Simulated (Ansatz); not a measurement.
```xyz
13

B    -1.064    0.225    1.338
C     0.313    0.849    1.612
F     1.480    0.197    1.389
O    -0.309    1.297    0.396
Al   -0.554    0.074   -0.933
C     0.939   -0.956   -1.614
H    -1.013   -0.855    0.714
H    -2.110    0.530    1.812
H     0.487    1.693    2.275
H    -1.893    0.419   -1.689
H     1.526   -0.352   -2.314
H     0.589   -1.833   -2.165
H     1.609   -1.288   -0.820
```

The species carries charge 0 and has multiplicity 1. The bonds changed during the relaxation, so this is another structure than the one it started from.

Task: List the PBE/def2-TZVPP orbital energies in eV (Ansatz). (Estimate.)

Result: Ansatz gave: Occupied: -1506.83, -660.43, -511.81, -272.20, -268.37, -177.30, -107.09, -69.17, -69.04, -68.92, -30.82, -26.80, -16.95, -16.72, -14.24, -13.67, -12.79, -11.11, -10.16, -9.89, -9.72, -9.63, -9.24, -8.51, -8.09, -7.01, -6.90. Lowest empty: -1.10, -0.59, -0.14, 0.80, 1.05, 1.34, 1.74, 2.02.
